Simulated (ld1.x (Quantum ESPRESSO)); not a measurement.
**Ranking RRKJ potentials for Ag**

All share these settings but for the change named:

silver (Ag), norm-conserving RRKJ (Kleinman–Bylander form), made with ld1.x (Quantum ESPRESSO) 7.5 (PBE, scalar-relativistic). Core [Ar] 3d10, reference 4s2 4p6 4d8 5s0 5p0 (charge +3). Waves: 4p (bound): rc 1.45 bohr; 4d (bound): rc 1.45 bohr; 4s (bound): rc 0.95 bohr. Local part: the s channel. Core correction: Bessel-smoothed model core inside 0.60 bohr. rho0 = 0.005.

Test errors are all-electron minus pseudo excitation energies from the reference, over 4s2 4p6 4d10 5s1 5p0; 4s2 4p6 4d10 5s0 5p0; 4s2 4p6 4d9 5s0 5p0; 4s2 4p6 4d9 5s1 5p1; 4s2 4p6 4d10 5s0.5 5p0; 4s2 4p6 4d7 5s0 5p0; 4s2 4p6 4d10 5s0 5p1. None of these files shows a bound ghost.

The base gives 189.9 meV.

Of 10 variants that were run, those that failed, showed a ghost or another fault, or gave nearly equal values are left out.

A variant can come out equal or close to the base, since the largest error may sit in a test that the change hardly touches while other tests move.

Q: Rank these variants by their largest absolute test error, smallest first.
A. all radii but the core radius scaled by about 0.88 (s 0.84, p 1.28, d 1.28 bohr)
B. wave 4s (bound): rc 0.95 bohr becomes 4s (bound): rc 1.14 bohr
C. non-relativistic
D. core correction Bessel-smoothed model core inside 0.86 bohr
E. wave 4p (bound): rc 1.45 bohr becomes 4p (bound): rc 1.94 bohr

A: E (116.4 meV), C (138.2 meV), A (157.6 meV), D (189.9 meV), B (412.6 meV).
